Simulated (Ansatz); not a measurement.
Species: sum formula H₇SiN₃O, charge 0, multiplicity 1. SMILES: O[Si](N)(N)N
Coordinates optimised at B3LYP-D3(BJ)/def2-TZVP (Ansatz, a quantum-chemistry and plane-wave program):
```
Si
O 1 1.6556
H 2 0.9599 1 115.49
N 1 1.7090 2 101.04 3 169.86
H 4 1.0056 1 121.94 2 179.50
H 4 1.0062 5 112.52 1 -155.51
N 1 1.7095 2 120.50 3 -74.53
H 7 1.0067 1 121.35 2 77.45
H 7 1.0067 8 112.13 1 152.21
N 1 1.7238 2 105.23 3 40.97
H 10 1.0082 1 119.44 2 -172.25
H 10 1.0082 11 110.65 1 144.93
```
Charge 0, spin multiplicity 1.

Computed values are from Ansatz. Cores are frozen in the correlated levels unless marked. UHF or UKS for open shells. No spin-orbit coupling. No relativistic terms. Basis-set limits of correlation are two-point, X^-3; Hartree-Fock from the larger set. [CCSD(T)-MP2]/basis is that difference in the basis named.

Task: What is the dipole moment at CCSD(T)/aug-cc-pV(D+d)Z?

Result: 1.37 D.

Task: What is the T1 diagnostic at CCSD/aug-cc-pV(Q+d)Z?

Result: 0.010.

Task: What is the vertical triplet-singlet gap at RI-MP2/CBS(aug-cc-pV(T+d)Z,aug-cc-pV(Q+d)Z)+[CCSD(T)-MP2]/aug-cc-pV(T+d)Z?

Result: 6.02 eV.

Task: What is the total energy at CCSD(T)/CBS(aug-cc-pV(T+d)Z,aug-cc-pV(Q+d)Z)?

Result: -532.7318 Eh.

Task: What is the atomisation energy De at CCSD(T)/CBS(aug-cc-pV(T+d)Z,aug-cc-pV(Q+d)Z)?

Result: 4461.8 kJ/mol.
